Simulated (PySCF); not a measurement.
Cartesian coordinates in Å; atom numbers follow the order of the lines, from 1:
```xyz
15

F     3.8958    1.5959    0.5847
C     3.4721    0.4702   -0.0221
F     4.1859   -0.5388    0.5136
F     3.8638    0.5665   -1.3086
C     2.0458    0.2724    0.1060
C     0.8557    0.1058    0.2308
C    -0.5184   -0.0777    0.2645
C    -1.3490   -0.2735    1.3049
C    -2.7181   -0.4045    0.7049
Si   -1.9174   -0.1544   -1.0357
H    -1.1130   -0.3296    2.3565
H    -3.4084    0.3618    1.0571
H    -3.1795   -1.3696    0.9135
H    -1.9002   -1.3163   -1.9176
H    -2.2194    1.0997   -1.7169
```

Rapidly exchanging positions averaged, a single conformation, gas phase, relativity neglected. Structure optimised with GFN2-xTB; σ from GIAO-PBE0/pcSseg-1; PySCF.

Referencing at the same level of theory: TMS for $^{13}$C (186.93 ppm), $^{1}$H (31.72 ppm), $^{29}$Si (349.16 ppm); $^{19}$F (170.95 ppm) against CFCl3.

| atoms | nucleus | count | Hirshfeld charge | δ (ppm) |
| --- | --- | --- | --- | --- |
| Si10 | $^{29}$Si | 1 | 0.37 | -31.0 |
| H12/H13 | $^{1}$H | 2 | 0.04 | 2.09 |
| C8 | $^{13}$C | 1 | 0.00 | 174.0 |
| C5 | $^{13}$C | 1 | -0.10 | ? |
| F1/F3/F4 | $^{19}$F | 3 | -0.10 | -60.3 |
| C9 | $^{13}$C | 1 | -0.16 | 20.4 |
| H14/H15 | $^{1}$H | 2 | -0.06 | 5.14 |
| H11 | $^{1}$H | 1 | 0.06 | ? |
| C2 | $^{13}$C | 1 | 0.26 | 125.5 |
| C7 | $^{13}$C | 1 | -0.09 | 131.2 |
| C6 | $^{13}$C | 1 | -0.02 | ? |

Fill in the missing shifts.

Results:


- C6: 91.4 ppm, alkyne carbon; the triple bond shields along its axis, which puts it between sp3 and sp2 carbons
- C5: 87.1 ppm, alkyne carbon; the triple bond shields along its axis, which puts it between sp3 and sp2 carbons
- H11: 7.60 ppm, hydrogen on an alkene CH; a vinylic proton, deshielded by the sp2 carbon and the C=C anisotropy

Shifts are as computed. Against solution values, carbons near 30 ppm lie about +3 ppm off and those near 130 ppm about +5 ppm. Of 1309 compounds with measured shifts, 239 miss one by over three times the rms of a fit or turn the order of signals round; such compounds aren't used in these exercises. Unscaled 19F shifts against computed CFCl3 carry errors that often reach 10 to 50 ppm.
